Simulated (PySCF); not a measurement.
FeCl2, SMILES [Cl][Fe][Cl] (connectivity only; charge and spin as stated), neutral, multiplicity 5. Coordinates come from a B3LYP-D3(BJ)/def2-TZVP optimisation. The multiplicity is an assumed one; other spin states were not compared. The isomer is the one that the SMILES or the coordinates give; other isomers of the formula were not compared.

The numbers are results of PySCF with B3LYP-D3(BJ)/def2-TZVP, not measurements.

Harmonic wavenumbers (cm⁻¹): 82, 82, 341, 489. Rotational constants (GHz): 1.550 (linear); symmetry number 2.

Q: Work out the zero-point energy and the ideal-gas rigid-rotor harmonic-oscillator thermochemistry at 298.15 K and 1 atm.

A: ZPE = ½ Σ hcν = ½ × 994 cm⁻¹ = 1.42 kcal/mol. H − E(el) = 4.84 kcal/mol. Entropy in cal/(mol K): translation 40.42, rotation 17.10, vibration 9.59, spin 3.20, total 70.31. G − E(el) = -16.12 kcal/mol. Cp = 13.75 cal/(mol K). Modes under 150 cm⁻¹ make the vibrational entropy uncertain.
